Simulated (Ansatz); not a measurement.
Geometry optimisation, Ansatz, RKS PBE0-D4/def2-SVP.

The input (input.yaml):

```yaml
crystal:
  periodic: [false, false, false]
  atoms:
    - { symbol: O, position_ang: [-1.29761, 0.45165, -1.24312] }
    - { symbol: Si, position_ang: [0.18587, 1.09317, -0.66958] }
    - { symbol: C, position_ang: [0.78814, -0.02342, 0.57301] }
    - { symbol: F, position_ang: [0.1608, -1.26132, 1.03552] }
    - { symbol: H, position_ang: [-1.55699, -0.36965, -0.82474] }
    - { symbol: H, position_ang: [1.7198, 0.10957, 1.12891] }
total_charge: -1
basis:
  gaussian: { orbitals: def2-SVP }
hamiltonian:
  xc: pbe0
  dispersion: d4
relax:
  f_tol: 0.02
  max_steps: 50
output:
  orbitals: {}
```

Launched with:

```bash
$ ansatz run input.yaml --threads 1 --pin off --max-ram 2048MiB --backend cpu --events-out ev --progress --plain --runs-dir out
```

**Question.** Where does it end, and by what steps?

**Answer.** It converged. Limits of this set-up: an anion without diffuse functions, the dipole of an ion depends on the origin. After 6 steps the energy has fallen by 0.109 eV; H5 moved furthest, 0.27 Å.

```json
{"step": "0", "energy less start (eV)": "0.0000", "largest force component (eV/Å)": "1.165", "accepted": "yes"}
{"step": "1", "energy less start (eV)": "-0.0634", "largest force component (eV/Å)": "0.736", "accepted": "yes"}
{"step": "2", "energy less start (eV)": "-0.0962", "largest force component (eV/Å)": "0.447", "accepted": "yes"}
{"step": "3", "energy less start (eV)": "-0.0898", "largest force component (eV/Å)": "0.394", "accepted": "no"}
{"step": "4", "energy less start (eV)": "-0.1065", "largest force component (eV/Å)": "0.249", "accepted": "yes"}
{"step": "5", "energy less start (eV)": "-0.1084", "largest force component (eV/Å)": "0.085", "accepted": "yes"}
{"step": "6", "energy less start (eV)": "-0.1087", "largest force component (eV/Å)": "0.010", "accepted": "yes"}
```

```xyz
6
Properties=species:S:1:pos:R:3
O -1.292 0.382 -1.189
Si 0.199 1.151 -0.703
C 0.751 0.000 0.529
F 0.029 -1.162 0.872
H -1.355 -0.417 -0.648
H 1.668 0.046 1.140
```

Run time: 19 s on 1 CPU thread of a shared host.
